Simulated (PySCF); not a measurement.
C7H13BO2.
InChI=1S/C7H13BO2/c1-2-6-3-4-7(5-6)8(9)10/h2,6-7,9-10H,1,3-5H2/t6-,7-/m1/s1

A linear-response calculation (PySCF, def2-SVPD basis, gas phase, vertical, core orbitals frozen in the response) gave these numbers; the functional is withheld.

Orbital energies (eV): HOMO-3 -10.64, HOMO-2 -10.34, HOMO-1 -9.83, HOMO -8.67, LUMO 0.60, LUMO+1 1.36, LUMO+2 1.55.

```
state  E (eV)       f  main configurations (H = HOMO, L = LUMO)
   S1    7.10   0.058                    H→L (46%), H→L+3 (35%)
   S2    7.31   0.455                               H→L+1 (77%)
   S3    7.48   0.015     H→L+3 (37%), H→L+2 (24%), H-1→L (10%)
   S4    7.53   0.060     H-1→L (24%), H→L+5 (24%), H→L+4 (23%)
   S5    7.82  0.0011     H-1→L (27%), H-2→L+1 (18%), H→L (17%)
   S6    7.89  0.0063                H-2→L+1 (40%), H-1→L (19%)
```

Triplets (Tamm–Dancoff): T1 4.37 eV, H→L+1 (73%), H→L+4 (9%); T2 6.98 eV, H→L+3 (41%), H→L (34%); T3 7.32 eV, H-1→L (33%), H→L+5 (19%), H-1→L+3 (8%); T4 7.39 eV, H→L+2 (22%), H→L+3 (18%), H-2→L+1 (18%).

Vertical ionisation energy by ΔSCF with the same functional: 9.43 eV. Mean static polarisability: 101.6 au.

Question: Which of these was used?
A. PBE
B. HF
C. PBE0
D. CAM-B3LYP

Answer: D. CAM-B3LYP is range-separated, 19% exact exchange at short range and 65% at long range (ω = 0.33 bohr⁻¹). In this run −ε(HOMO) = 8.67 eV differs from the ΔSCF value by -0.76 eV, and S1 differs from the orbital gap of 9.28 eV by -2.18 eV. The ratio −ε(HOMO)/IP is 0.92. Small neutral molecules mostly give 0.85 to 0.93 with CAM-B3LYP, 0.5 to 0.7 with PBE, 0.7 to 0.83 with PBE0; Hartree–Fock can't fall below 1, since the ion's relaxation only lowers the ΔSCF value. The other options: PBE, a GGA without exact exchange; HF, time-dependent Hartree–Fock, 100% exact exchange; PBE0, a global hybrid with 25% exact exchange.

Computed, not measured: TDDFT CAM-B3LYP/def2-SVPD, vertical, gas phase, core orbitals frozen in the response in PySCF. One conformer (not necessarily the lowest) at the PBE0-D3(BJ)/def2-SVP geometry, without solvent, vibrations or thermal averaging.
